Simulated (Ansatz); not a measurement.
```yaml
crystal:
  periodic: [false, false, false]
  atoms:
    - {symbol: C, position_ang: [-0.008501, -1.223463, 0.937768]}
    - {symbol: S, position_ang: [1.372924, -0.523265, -0.311583]}
    - {symbol: Si, position_ang: [-0.008366, 0.997827, -0.755716]}
    - {symbol: F, position_ang: [-1.180887, 0.549288, -1.488829]}
    - {symbol: Cl, position_ang: [1.228115, 1.967087, -1.865866]}
    - {symbol: Cl, position_ang: [-0.541719, 2.149530, 0.486286]}
    - {symbol: H, position_ang: [-0.352104, -0.641046, 1.478424]}
    - {symbol: H, position_ang: [-0.853509, -1.510152, 0.463610]}
    - {symbol: H, position_ang: [0.696656, -2.040829, 1.419894]}
basis:
  gaussian: {orbitals: ANO-RCC-VTZP}
hamiltonian: {xc: {name: RPBE}, dispersion: d4}
relax: {f_tol: 0.0001, max_steps: 3}
output: {forces: true}
```

```sh
$ ansatz run in.yaml --threads 4 --pin off --events-out ev --progress --plain --max-ram 10444MiB
```

Shortened log:

```
Functional definition: RPBE
1932 factors; their error is unknown
mean field evaluation 1: about -47676.1886 eV, gradient 7.5e1 eV
mean field evaluation 2: about -47649.8657 eV, gradient 1.2e2 eV
mean field evaluation 4: about -47688.0124 eV, gradient 9.4e0 eV
mean field evaluation 8: about -47688.2412 eV, gradient 3.0e-1 eV
mean field evaluation 16: about -47688.1760 eV, gradient 6.7e-4 eV
mean field -47688.17597628 eV, -1752.5081429216 hartree, gradient 1.5e-5 eV, S^2 0.000000; 0 other end points of the search recorded, 0 dependent functions left out
reference -47688.17604420 eV, -1752.5081454178 hartree; 41, 41 occupied and 197, 197 virtual orbitals, 1932 factors
relax step   1: F+E_penalty+E_count = -47689.33640973 eV  Δ(F+E_penalty+E_count) = +0.000e0 eV  max|allowed force component| = 1.062e1 eV/Å  Δτ_max = 0.0000 Å  (30 SCF iters, accepted)
1932 factors; their error is unknown
mean field -47691.98122919 eV, -1752.6479833870 hartree, gradient 2.0e-5 eV, S^2 0.000000; 0 other end points of the search recorded, 0 dependent functions left out
reference -47691.98129599 eV, -1752.6479858417 hartree; 41, 41 occupied and 197, 197 virtual orbitals, 1932 factors
relax step   2: F+E_penalty+E_count = -47693.07607583 eV  Δ(F+E_penalty+E_count) = -3.740e0 eV  max|allowed force component| = 4.263e0 eV/Å  Δτ_max = 0.1943 Å  (37 SCF iters, accepted)
1932 factors; their error is unknown
mean field evaluation 32: about -47692.5866 eV, gradient 6.4e-4 eV
mean field -47692.58659556 eV, -1752.6702301905 hartree, gradient 1.3e-5 eV, S^2 0.000000; 0 other end points of the search recorded, 0 dependent functions left out
reference -47692.58666303 eV, -1752.6702326701 hartree; 41, 41 occupied and 197, 197 virtual orbitals, 1932 factors
relax step   3: F+E_penalty+E_count = -47693.63188008 eV  Δ(F+E_penalty+E_count) = -5.558e-1 eV  max|allowed force component| = 1.333e0 eV/Å  Δτ_max = 0.1944 Å  (32 SCF iters, accepted)
Error: geometry relaxation did not converge after 3 steps: max|allowed force component| = 1.33e0 eV/Å (threshold 1.0e-4). Raise `relax.max_steps` over both its present limit and 3, loosen `relax.f_tol`, or start from a geometry closer to equilibrium. Where this run's directory can be resumed (`checkpoint.write`), a resume goes on for up to `relax.max_steps` more
```

Problem. Something in this input is off. What?

Solution. The relaxation is allowed too few steps for its threshold. The calculation stopped without meeting its thresholds.
